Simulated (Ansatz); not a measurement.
`[CH3][SnH2][C]#N` + H₂ → `N#[C][SnH3]` + CH₄  (hydrogenolysis of the Sn–C bond)

Calculated with Ansatz (gas phase, PBE0-D4/def2-TZVP geometries, no zero-point term in ΔE). CCSD(T)/CBS adds triple-zeta CCSD(T) − MP2 to the extrapolated MP2 energy (def2 sets, frozen cores). This one scheme is used for every species. DFT in def2-TZVPP. def2 core potentials past Kr. For Sn outer-core shells are correlated without core-valence functions, which leaves a few kJ/mol of doubt a bond.

CCSD(T)/CBS gives -29.9 kJ/mol.

Task: Another level gave -40.8 kJ/mol. Which?
A. MP2/def2-TZVPP
B. B2PLYP/def2-TZVPP
C. SCS-MP2/def2-TZVPP
D. HF/def2-TZVPP

Result: B. B2PLYP -40.8, SCS-MP2/def2-TZVPP -34.1, HF/def2-TZVPP -58.9, MP2/def2-TZVPP -28.1 kJ/mol.

Largest T1 diagnostic among the species: 0.014.

At CCSD(T), def2-SVP lies −22.2 kJ/mol from the extrapolated value and def2-TZVPP −5.8 kJ/mol. In def2-TZVPP, CCSD(T) changes the Hartree–Fock value by +23.1 kJ/mol (the triples alone add +4.4 kJ/mol) and MP2 by +30.8 kJ/mol. Leaving LDA and LC-ωPBE aside and taking each functional with its dispersion term where it has one, the values, not all of them listed here, spread over 18.1 kJ/mol, from B97M-V to revPBE-D4.
